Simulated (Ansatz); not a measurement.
FH$_{3}$HfSe$_{3}$ (`[F][Hf]([SeH])([SeH])[SeH]`), one more setting.

```yaml
crystal:
  periodic: [false, false, false]
  atoms:
    - {symbol: F, position_ang: [-0.822615, -2.567425, -0.061450]}
    - {symbol: Hf, position_ang: [-0.239990, -0.779419, -0.023613]}
    - {symbol: Se, position_ang: [-0.848818, 0.366255, -2.239361]}
    - {symbol: Se, position_ang: [-1.381027, 0.452601, 1.918853]}
    - {symbol: Se, position_ang: [2.306295, -0.715158, 0.301231]}
    - {symbol: H, position_ang: [0.432628, 1.084703, -2.122488]}
    - {symbol: H, position_ang: [-1.438981, 1.626233, 1.029416]}
    - {symbol: H, position_ang: [2.084607, 0.475010, 1.141610]}
basis:
  gaussian: {orbitals: def2-mTZVP, fitting: {mean_field: def2-universal-jkfit}}
hamiltonian: {xc: {name: SPW92}}
```

```sh
$ ansatz run in.yaml --threads 2 --pin off --events-out ev --progress --plain --max-ram 32768MiB --backend cpu
```

It prints (some lines left out):

```
Functional definition: SPW92
1156 factors; integrals over basis functions are off by at most 1.6e0 eV
mean field evaluation 1: about -199824.7083 eV, gradient 4.5e1 eV
mean field evaluation 2: about -199792.9968 eV, gradient 1.5e2 eV
mean field evaluation 4: about -199827.8087 eV, gradient 1.1e1 eV
mean field evaluation 8: about -199828.1535 eV, gradient 6.1e-2 eV
mean field -199828.15416668 eV, -7343.5492172379 hartree, gradient 5.3e-5 eV, S^2 0.000000; 0 other end points of the search recorded, 0 dependent functions left out
reference -199828.15420713 eV, -7343.5492187241 hartree; 63, 63 occupied and 109, 109 virtual orbitals, 1156 factors
Total energy: -199828.15420713 eV, -7343.5492187241 hartree
```

It took 1.9 s on 2 threads of an AMD EPYC 7R13 on a shared host, with 0.29 GiB of host memory at the peak.
